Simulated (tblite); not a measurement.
A tight-binding relaxation on `COc1c[c]coc1=O` [radical].

Computed with GFN2-xTB geometry optimisation, gas phase (tblite 0.8.0). Start geometry: from a force field or distance geometry. A driver script takes a list of jobs; this job's settings line and coordinates (Å) are shown.

Command:
```bash
OMP_NUM_THREADS=1 python probes_run.py task.json out
```

Input:
```
{"job": {"kind": "relax", "xc": "GFN2-xTB", "basis": "xTB"}, "charge": 0, "multiplicity": 2}
C      2.347800    -0.112900     0.678000
O      1.217800     0.750100     0.613700
C     -0.010600     0.386100     0.126300
C     -0.227600    -0.879400    -0.377500
C     -1.479900    -1.261300    -0.870600
C     -2.499400    -0.304300    -0.871500
O     -2.266400     0.919800    -0.393500
C     -1.086400     1.262400     0.089300
O     -0.905300     2.427100     0.535500
H      3.036800     0.267900     1.460000
H      2.038800    -1.154900     0.950500
H      2.784000    -0.141700    -0.336500
H      0.532600    -1.647100    -0.379900
H     -3.482800    -0.512400    -1.245800
```

Q: Give the output.

A: 
```
step      E/eV     max force
  0    -746.83059    5.354
  1    -747.20368    4.832
  2    -747.33742    1.477
  3    -747.37618    0.650
  4    -747.40288    0.431
  5    -747.41672    0.392
  6    -747.42145    0.220
  7    -747.42511    0.194
  8    -747.42902    0.243
  9    -747.43151    0.162
... (36 lines left out)
 46    -747.46675    0.013
 47    -747.46678    0.015
 48    -747.46682    0.016
 49    -747.46686    0.018
 50    -747.46690    0.018
 51    -747.46694    0.017
 52    -747.46698    0.016
 53    -747.46702    0.017
 54    -747.46704    0.012
 55    -747.46705    0.007
```

«max force» is the largest atomic force in eV/Å.

Q: From which step on does the largest force stay under 0.1 eV/Å, and how much energy is left to gain from there?

A: From step 36 (0.079 eV/Å), 1.8 meV above the end.

In short: energy lowered by 14.7 kcal/mol over 55 steps; largest atomic force 0.007 eV/Å at the end.

Q: Give the final coordinates.

A: 0.171 Å rms from the input after alignment:
```
atom  x, y, z in Å
C1     2.2877   -0.1190    0.6938
O2     1.1753    0.7446    0.6559
C3     0.0310    0.2982    0.1164
C4    -0.1838   -0.9299   -0.4452
C5    -1.4623   -1.1847   -0.9441
C6    -2.4636   -0.3160   -0.9043
O7    -2.2574    0.9179   -0.3598
C8    -1.0625    1.2955    0.1636
O9    -0.9478    2.3989    0.6319
H10    3.0799    0.4424    1.1851
H11    2.0685   -1.0230    1.2709
H12    2.6097   -0.3977   -0.3147
H13    0.5934   -1.6756   -0.5084
H14   -3.4689   -0.4520   -1.2633
```

Time: 0.31 s wall. Hardware: an Arm Neoverse V1 with one thread, no GPU (shared host).
Labels such as C1 count atoms from 1, the log's own numbers from 0.
